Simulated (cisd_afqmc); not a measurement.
Input (AFQMC/CISD/cc-pVDZ; cisd_afqmc is a phaseless AFQMC code with CISD trial states that reads the integrals written by Ansatz):

Ansatz 0.2 input:
```python
import cisd_afqmc

open("ham.yaml", "w").write("""\
crystal:
  periodic: [false, false, false]
  atoms:
    - {symbol: Ge, position_ang: [-0.26125443, -0.20386698, 0.31493628]}
    - {symbol: H, position_ang: [-1.29248108, -0.57032559, -0.85972273]}
    - {symbol: C, position_ang: [0.99832053, 0.73083988, -0.93760082]}
    - {symbol: H, position_ang: [1.87402814, 1.13059344, -0.42867340]}
    - {symbol: H, position_ang: [0.47014603, 1.54422773, -1.44512659]}
    - {symbol: H, position_ang: [1.31852549, 0.03420857, -1.71883325]}
basis:
  gaussian:
    orbitals: cc-pVDZ
magnetization: {spin_polarized: false}
correlation: {method: ccsd, electrons: outside_noble_gas, hamiltonian_folder: ham}
""")
rep = cisd_afqmc.ansatz("ham.yaml")
e_ccsd = rep["correlation"]["coupled_cluster"]["energy"]["hartree"]
out = cisd_afqmc.run("ham", e_ccsd, trial="CISD", walkers=200, populations=8, threads=8, dt=0.005, steps=40, early=24, settle=10, least=32,
    cut=5e-5, rank_cut=2e-4, target=0.0004, seconds=1500, seed=1, memory=17280, gpu=False)
```

Output:

```
orbitals 46, occupied [6], factors 281 of 632, rank of the doubles 116 of 240
E(HF) = -2115.488036
E(CCSD) on the cut factors = -2115.753854, shift to the whole factors -0.000007
Energy of the trial state on the determinant = -2115.753863
  tau behind 7.2 of longer steps, mean of the populations' last blocks
   2.0  -2115.76135
   4.0  -2115.76231
   6.0  -2115.76239
   8.0  -2115.76211
blocks 261 (0 outliers left out), error by blocks joined: 1: 0.00015, 2: 0.00020, 4: 0.00023, 8: 0.00026, 16: 0.00028
E(AFQMC/CISD) = -2115.76235 +/- 0.00028
```

 In a CCSD(T) run of this state the restricted determinant is unstable towards broken spin symmetry.

A triplet may lie lower; no result for it is given here.
